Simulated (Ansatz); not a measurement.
Gas-phase electronic energies from Ansatz, PBE0-D4/def2-TZVP geometries. CCSD(T)/CBS is the MP2 limit (def2-TZVPP, def2-QZVPP) plus CCSD(T) − MP2 in def2-TZVPP, frozen cores. Each species was taken in one conformer, which may not be the lowest.

Reaction (redistribution): `[BH2][AlH][SiH3]` + `C[SiH2]OB(O)O` → `[BH2][AlH][O][SiH2]C` + `OB(O)[SiH3]`

`[BH2][AlH][SiH3]`:

Cartesian coordinates in Å:
```
B 0.932 -1.996 0.323
Al -0.306 -0.609 -0.672
Si -0.504 1.711 0.141
H 2.098 -2.120 0.069
H 0.538 -2.696 1.216
H -1.126 -1.003 -1.982
H 0.211 2.637 -0.788
H 0.082 1.914 1.496
H -1.925 2.161 0.197
```

`C[SiH2]OB(O)O`:

```xyz
13

C    -1.756   -0.448   -0.849
Si   -1.050   -0.087    0.831
O     0.384    0.736    0.722
B     1.569    0.394    0.146
O     1.685   -0.798   -0.514
O     2.651    1.228    0.213
H    -1.926    0.474   -1.410
H    -1.074   -1.081   -1.420
H    -2.714   -0.968   -0.755
H    -1.954    0.798    1.609
H    -0.837   -1.346    1.593
H     2.566   -0.932   -0.868
H     2.456    2.029    0.702
```

`[BH2][AlH][O][SiH2]C`:

```xyz
13

B     1.455    2.237    2.080
Al    1.558    1.205    0.229
O     0.202    0.340   -0.282
Si   -1.219   -0.400   -0.562
C    -0.955   -2.131   -1.193
H     1.088    3.376    2.169
H     1.765    1.733    3.124
H     2.826    1.172   -0.728
H    -2.017   -0.445    0.699
H    -1.990    0.391   -1.562
H    -1.916   -2.616   -1.387
H    -0.412   -2.737   -0.463
H    -0.385   -2.124   -2.125
```

`OB(O)[SiH3]`:

Cartesian coordinates in Å:
```
O -0.651 -1.176 -1.085
B 0.047 -0.126 -0.567
O 0.867 0.682 -1.298
Si -0.135 0.280 1.417
H -0.537 -1.330 -2.029
H 0.937 0.475 -2.236
H -1.007 -0.708 2.106
H 1.200 0.268 2.077
H -0.720 1.636 1.615
```

```json
{"species": "`[BH2][AlH][SiH3]`", "HF/def2-TZVPP energy (Eh)": "-558.99307"}
{"species": "`C[SiH2]OB(O)O`", "HF/def2-TZVPP energy (Eh)": "-580.52841"}
{"species": "`[BH2][AlH][O][SiH2]C`", "HF/def2-TZVPP energy (Eh)": "-673.07868"}
{"species": "`OB(O)[SiH3]`", "HF/def2-TZVPP energy (Eh)": "-466.43783"}
```

(1) Work out ΔE.

Largest T1 diagnostic among the species: 0.014.

Results:

(1) ΔE = (-673.07868) + (-466.43783) − (-558.99307) − (-580.52841) = 0.00497 Eh = +13.0 kJ/mol. CCSD(T)/CBS gives +8.1 kJ/mol.
